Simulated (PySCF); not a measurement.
# Pb (lead, neutral): UHF calculation

Configuration: [Xe] 4f14 5d10 6s1 6p3, high-spin 5S determinant (an excited configuration). Computed with PySCF 2.14 in aug-cc-pVTZ-PP with one added diffuse shell each of d, f type with ECP60MDF (6s5p5d3f, 67 functions), with scalar relativity through the core potential.

* Total energy: -191.663260 hartree
* One-electron energy: -334.6605 hartree
* Hartree (Coulomb) energy: 158.1202 hartree
* Exchange energy: -15.1230 hartree
* ⟨S²⟩: 6.0098
* ⟨L²⟩: 0.000
* Sum of ⟨r⟩: 32.68 bohr
* Sum of ⟨r²⟩: 68.02 bohr²

```json
{"shell": "5s α", "electrons": "1", "mean orbital energy (eV)": "-169.48", "rms radius, mean of both spins (bohr)": "0.925"}
{"shell": "5s β", "electrons": "1", "mean orbital energy (eV)": "-168.89", "rms radius, mean of both spins (bohr)": "0.925"}
{"shell": "5p α", "electrons": "3", "mean orbital energy (eV)": "-106.35", "rms radius, mean of both spins (bohr)": "1.05"}
{"shell": "5p β", "electrons": "3", "mean orbital energy (eV)": "-106.06", "rms radius, mean of both spins (bohr)": "1.05"}
{"shell": "5d α", "electrons": "5", "mean orbital energy (eV)": "-30.755", "rms radius, mean of both spins (bohr)": "1.39"}
{"shell": "5d β", "electrons": "5", "mean orbital energy (eV)": "-30.011", "rms radius, mean of both spins (bohr)": "1.39"}
{"shell": "6s α", "electrons": "1", "mean orbital energy (eV)": "-19.839", "rms radius, mean of both spins (bohr)": "2.56"}
{"shell": "6p α", "electrons": "3", "mean orbital energy (eV)": "-8.342", "rms radius, mean of both spins (bohr)": "3.35"}
```

Energies and moments cover only the electrons outside the core potential. Spin-orbit coupling, which splits the p, d and f shells strongly at this Z, is absent. Spin-orbit coupling is strong in this species (close to jj coupling), so the high-spin LS determinant is a model state, not a physical level.
